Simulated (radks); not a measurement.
Task: Species: the nitrogen ion N2+. Configuration: [He] 2s2 2p1 (the NIST ground configuration). Calculated with a radial shooting solver on a logarithmic mesh with Libxc functionals: Dirac Kohn-Sham, Slater X-alpha with alpha = 0.667, spin-unpolarised, spherical densities, finite nucleus; open shells are shared between the two j in proportion to 2j + 1; Fermi nuclear charge, rms radius 2.5582 fm. Some entries of the table are withheld. Estimate them.

orbital      occ.  eigenvalue (hartree)  r(max) (bohr)
1s1/2           2             -15.37343         0.1492
2s1/2           2                   (1)            (2)
2p1/2    0.333333                   (3)            (4)
2p3/2    0.666667                   (5)            (6)

Result: 
(1) 2s1/2 eigenvalue (hartree): -1.73963
(2) 2s1/2 r(max) (bohr): 0.9607
(3) 2p1/2 eigenvalue (hartree): -1.32600
(4) 2p1/2 r(max) (bohr): 0.8556
(5) 2p3/2 eigenvalue (hartree): -1.32491
(6) 2p3/2 r(max) (bohr): 0.8563
